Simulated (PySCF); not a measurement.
## How the method changes the constants of AlIn

State: ³Π (triplet), unpaired electrons σ ↑, π ↑. Set-up: Al def2-SVP, In def2-SVP with ECP28; scalar-relativistic core potentials (PySCF 2.14). De refers to Al + In in their high-spin ground configurations, without counterpoise correction. The functionals are run spin-unrestricted. A positive dipole means Al(−)In(+).

```tsv
Level	Re (Å)	ωe (cm⁻¹)	De (eV)	μ (D)
UHF	2.926	201	0.66	0.52
UHF-MP2	2.861	216	1.12	n/a
UHF-SCS-MP2	2.862	218	0.99	n/a
UHF-CCSD	2.878	210	1.07	n/a
UHF-CCSD(T)	2.877	209	1.15	n/a
LDA	2.856	199	1.80	0.27
PBE	2.924	186	1.49	0.62
BLYP	2.976	171	1.28	0.40
r²SCAN	2.890	196	1.48	0.56
B3LYP	2.929	186	1.24	0.41
PBE0	2.888	199	1.39	0.63
CAM-B3LYP	2.870	204	1.14	0.34
```

The bond length runs from 2.856 Å (LDA) to 2.976 Å (BLYP). De spans 0.66 eV (UHF, mean field) to 1.80 eV (LDA, local density). Correlation at CCSD(T) changes the Hartree–Fock bond energy by +0.49 eV; the triples alone change it by +0.08 eV.

Correlated steps freeze 9 core orbitals. Correlated levels converge slowly with the basis: in double zeta they bind strong bonds too weakly, by up to about 1 eV, and carry superposition errors of some tenths. Spin–orbit coupling is left out, which matters for elements this heavy, above all for dissociation energies. The state is the lowest determinant that a PBE0 search found; another state may lie lower at other levels.
